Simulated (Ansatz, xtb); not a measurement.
**C3H6F2SSi: 3 structures ranked**

3 gas-phase structures of C3H6F2SSi, from a drawn sample of its isomers (lower ones may exist). Each was relaxed with GFN2-xTB; where two conformers were screened, the lower at r2SCAN-D4/def2-SVP//GFN2-xTB is listed:

A. `F[C@@H]1CSC[Si@H]1F`, a singlet
B. `CS/C(=C\F)[SiH2]F`, a singlet
C. `C=C(C)S[SiH](F)F`, a singlet

Problem. Make a reasoned guess at their ranking by r2SCAN-D4/def2-SVP//GFN2-xTB single-point energy.

Solution. Calculated order at r2SCAN-D4/def2-SVP//GFN2-xTB: C (0.000), A (1.969), B (2.775) eV.

Energies above the lowest of each column, in eV; the last columns are at r2SCAN-D4/def2-SVP geometries:

```
structure  GFN2-xTB  HF/STO-3G  r2SCAN-D4/def2-SVP//GFN2-xTB  r2SCAN-D4/def2-SVP  CCSD(T)/def2-SVP + ΔMP2/def2-TZVPP
        C     0.000      0.760                         0.000               0.000                               0.000
        A     2.005      0.000                         1.969               1.978                               2.290
        B     2.522      1.824                         2.775               2.762                               3.065
```

CCSD(T)/def2-SVP + ΔMP2/def2-TZVPP puts C lowest; HF/STO-3G picks A. Flexible structures stand in one conformer each, not always the lowest. The ΔMP2 step shifts differences by up to 0.184 eV, which makes them less sure. ΔMP2 is the change of the MP2 energy from the smaller to the larger basis.

Programs: Ansatz 0.2.0, xtb 6.7.1.
